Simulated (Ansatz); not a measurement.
A nudged elastic band was laid between two geometries of AlClH₅NO (9 atoms, charge 0, multiplicity 1).

Computed with Ansatz 0.2.0, RKS r2SCAN/def2-SVP.

```
movable images  : 7
climbing image  : yes
spring          : 5.0 eV/Å²
optimiser       : quadratic models (default)
start path      : through a guess of the saddle point
force threshold : 0.03 eV/Å
iteration limit : 60
end points      : relaxed
```

Image 0:

```xyz
9
Properties=species:S:1:pos:R:3
Al -0.122 -0.034 0.249
H -0.259 -0.961 1.533
O 1.418 0.207 -0.503
H 1.871 -0.442 -1.046
Cl -1.839 0.004 -1.055
N -0.188 1.876 0.924
H -0.978 2.377 0.510
H 0.677 2.307 0.582
H -0.229 1.995 1.938
```

Image 8:

```xyz
9
Properties=species:S:1:pos:R:3
Al -0.038 0.688 -0.211
H -0.184 -0.540 1.889
O 1.505 0.022 -0.457
H 1.691 -0.814 -0.890
Cl -1.772 -0.310 -0.883
N -0.177 2.324 0.433
H -1.045 2.842 0.519
H 0.610 2.915 0.676
H -0.240 0.203 2.058
```

(1) What changes between the two ends?

(2) What energy profile does the band end with?

(3) What is the geometry of the highest image?

(4) What are the harmonic wavenumbers there?

The band took 11 iterations and roughly 4 core-minutes.

Answers

(1) Bonds broken: Al1–H2, N6–H9. Bonds formed: H2–H9. AlClH5NO becomes AlClH3NO + H2.

(2) It converged. The highest image is number 5 of 0 to 8, 31.5 kcal/mol above the first end and 12.9 kcal/mol above the last; the last end lies 18.5 kcal/mol above the first. A vibrational analysis at the climbing image gives one clearly imaginary mode, 1045i cm⁻¹: a first-order saddle point. The orbitals stay closed-shell, which can raise the energy where a bond breaks towards radicals; this wasn't checked here.

```
image  path coordinate (Å)  energy (kcal/mol)  Al1–H2 (Å)  N6–H9 (Å)  H2–H9 (Å)
    0                 0.00                0.0        1.59       1.02       2.98
    1                 0.37                0.8        1.59       1.02       2.65
    2                 0.74                3.4        1.59       1.02       2.27
    3                 1.11                8.9        1.61       1.03       1.85
    4                 1.48               20.2        1.68       1.12       1.40
    5                 1.85               31.5        1.80       1.43       1.01
    6                 2.28               24.2        2.05       1.88       0.81
    7                 2.71               19.4        2.30       2.32       0.77
    8                 3.15               18.5        2.44       2.67       0.76
```

(3) 
```xyz
9
Properties=species:S:1:pos:R:3
Al -0.064 0.347 -0.025
H -0.257 -0.105 1.706
O 1.522 0.009 -0.544
H 1.798 -0.753 -1.059
Cl -1.789 -0.332 -1.044
N -0.194 2.030 0.791
H -1.031 2.610 0.746
H 0.630 2.623 0.892
H -0.263 0.900 1.671
```

(4) 1045i, 137, 187, 250, 274, 295, 477, 502, 554, 612, 688, 740, 890, 981, 1449, 1498, 1835, 1863, 3525, 3632, 3952 cm⁻¹.

Run time: 2.1 min on 2 threads of Intel(R) Xeon(R) 6975P-C (Granite Rapids) (shared host), peak memory 0.17 GiB.
